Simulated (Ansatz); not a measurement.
One change: `CNCOC` becomes `CN[CH2][GeH3]`.

Ansatz, PBE0-D4/def2-TZVP geometries, multiplicity 1. Each molecule was computed in one conformer, which needn't be the lowest.

Scalar relativity is left out up to krypton.

```tsv
property	`CNCOC`
HOMO–LUMO gap (ωB97M-V/def2-TZVPP) / eV	11.63
LUMO energy (ωB97M-V/def2-TZVPP) / eV	2.49
HOMO–LUMO gap (PBE0/def2-TZVPP) / eV	7.80
size of the dipole moment (B3LYP/def2-TZVPP) / D	1.41
HOMO–LUMO gap (PBE/def2-TZVPP) / eV	5.54
LUMO energy (B3LYP/def2-TZVPP) / eV	0.71
```

(1) What does the change do to each property? (Best estimate.)

## Answers

(1) Ansatz gave: 
```json
{"property": "HOMO–LUMO gap (ωB97M-V/def2-TZVPP) / eV", "`CN[CH2][GeH3]`": "11.19", "shift": "-0.44"}
{"property": "LUMO energy (ωB97M-V/def2-TZVPP) / eV", "`CN[CH2][GeH3]`": "2.30", "shift": "-0.19"}
{"property": "HOMO–LUMO gap (PBE0/def2-TZVPP) / eV", "`CN[CH2][GeH3]`": "7.31", "shift": "-0.49"}
{"property": "size of the dipole moment (B3LYP/def2-TZVPP) / D", "`CN[CH2][GeH3]`": "1.20", "shift": "-0.21"}
{"property": "HOMO–LUMO gap (PBE/def2-TZVPP) / eV", "`CN[CH2][GeH3]`": "5.10", "shift": "-0.44"}
{"property": "LUMO energy (B3LYP/def2-TZVPP) / eV", "`CN[CH2][GeH3]`": "0.48", "shift": "-0.23"}
```

With PBE0 the HOMO rises by 0.22 eV and the LUMO falls by 0.27 eV, so the gap narrows by about 0.49 eV. PBE moves the HOMO by 0.18 eV and ωB97M-V by 0.25 eV. Dipoles are sizes alone; their direction can turn.

B3LYP here is the variant with VWN-RPA as its local correlation; programs differ in this.
